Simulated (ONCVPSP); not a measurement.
# Plane-wave convergence, ONCV potential for gallium (Ga)

ONCVPSP 4.0.1 input, shortened (lines: element, Z, core and valence counts, functional; n l f; lmax; l rc ep ncon nbas qcut; lloc lpopt rc5 dvloc0; l nproj debl; icmod fcfact rcfact), PBE, scalar-relativistic:

```
  Ga 31.00    6    2        4      upf
    1    0    2.00
    2    0    2.00
    2    1    6.00
    3    0    2.00
    3    1    6.00
    3    2   10.00
    4    0    1.50
    4    1    1.50
    2
    0    2.05    0.00    5    9    3.20
    1    2.15    0.00    5    9    3.20
    2    2.20    0.19    4    8    5.00
    4    5    1.30    4.00
    0    2    1.20
    1    2    1.20
    2    3    1.20
    0    0.00    0.00
```

Q: For each optimised wave give the share of its norm inside rc, the residual kinetic energy above qcut (Ha) and the cutoffs (Ha) for errors of 10, 1, 0.1 and 0.01 mHa per electron.

A:

| wave | norm inside rc | residual KE | 10 mHa | 1 mHa | 0.1 mHa | 0.01 mHa |
| --- | --- | --- | --- | --- | --- | --- |
| 4s | 0.439 | 4.6e-03 | 4.2 | 14.7 | 47.4 | 55.3 |
| s projector 2 | 0.229 | 1.3e-02 | 5.4 | 13.5 | 40.0 | 67.3 |
| 4p | 0.219 | 7.7e-04 | 1.4 | 4.5 | 24.5 | 50.9 |
| p projector 2 | 0.273 | 7.4e-03 | 4.6 | 12.7 | 61.9 | 73.4 |
| d projector 1 | 0.055 | 2.6e-04 | 5.1 | 10.3 | 25.6 | 48.0 |
| d projector 2 | 0.276 | 4.9e-02 | 26.8 | 60.9 | 72.6 | 103.8 |
| d projector 3 | 0.179 | 1.7e-01 | 23.7 | 74.4 | 87.2 | 125.4 |

The occupied waves need 15 Ha and 47 Ha for 1 and 0.1 mHa. The cutoffs count occupied waves only; projector 3 of the d channel, the hardest unoccupied one, needs 74 Ha at the loose tolerance. Note: ghosts flagged at negative energy: d at -19.8 eV; GHOST(+) flagged for s at 123.9 eV. A true bound ghost makes a file unfit for plane-wave use.
